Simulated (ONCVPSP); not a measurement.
## Which change was made? (Dy, ONCV)

```
Element                 : dysprosium
Generator               : ONCVPSP 4.0.1
Type                    : optimised norm-conserving Vanderbilt (ONCV)
Functional              : Wu-Cohen
Relativity              : scalar-relativistic
Frozen core             : [Kr] 4d10 4f9
Valence charge          : 11
Reference configuration : 5s2 5p6 5d1.5 6s1.5
Partial waves           : 5s+6s: rc 2.30 bohr, ncon 3, nbas 7, qcut 5.1 1/bohr, 3 projectors, debl 1.5 Ha; 5p: rc 1.65 bohr, ncon 4, nbas 7, qcut 5.3 1/bohr, 2 projectors, debl 3.7 Ha; 5d: rc 2.30 bohr, ncon 4, nbas 8, qcut 4.5 1/bohr, 2 projectors, debl 3 Ha
Local potential         : polynomial inside 1.10 bohr (lpopt 5, dvloc0 2 Ha)
Core correction         : Teter function, fcfact 4.75, rcfact 1.45
```

Cutoffs, loose and tight: the cutoffs (Ha) at which the residual kinetic energy of the hardest occupied pseudo-wave falls to 1 and 0.1 mHa per electron. They do not see the model core or the augmentation charge, which bear on the density cutoff. Test errors are all-electron minus pseudo excitation energies from the reference, over the configurations 5s2 5p6 5d1 6s2; 5s2 5p6 5d1 6s1; 5s2 5p6 5d1 6s0; 5s2 5p6 5d0 6s2; variants that change the core or the reference have their own tests. The largest error is taken over the tests solved by every variant that gives reliable tests at all, those not shown here included: 5s2 5p6 5d1 6s0; 5s2 5p6 5d1 6s1; 5s2 5p6 5d1 6s2.

The base gives: outcome: generated; cutoff, loose: 26 Ha; cutoff, tight: 52 Ha; bound ghosts: none; GHOST(+) flags above zero: s, p; largest test error (meV): -5.0.

Question: After one change the result is: outcome: generated; cutoff, loose: 17 Ha; cutoff, tight: 91 Ha; bound ghosts: none; GHOST(+) flags above zero: s, p; largest test error (meV): -5.0. Which change was it?
A. p: ncon 5, nbas 8
B. s: nproj 2
C. p: nbas 9

Answer: C. The others give: s: nproj 2 → outcome: generated; cutoff, loose: 26 Ha; cutoff, tight: 52 Ha; bound ghosts: s; GHOST(+) flags above zero: p; largest test error (meV): -5.1 | p: ncon 5, nbas 8 → outcome: generated; cutoff, loose: 54 Ha; cutoff, tight: 69 Ha; bound ghosts: none; GHOST(+) flags above zero: s, p; largest test error (meV): -5.0.
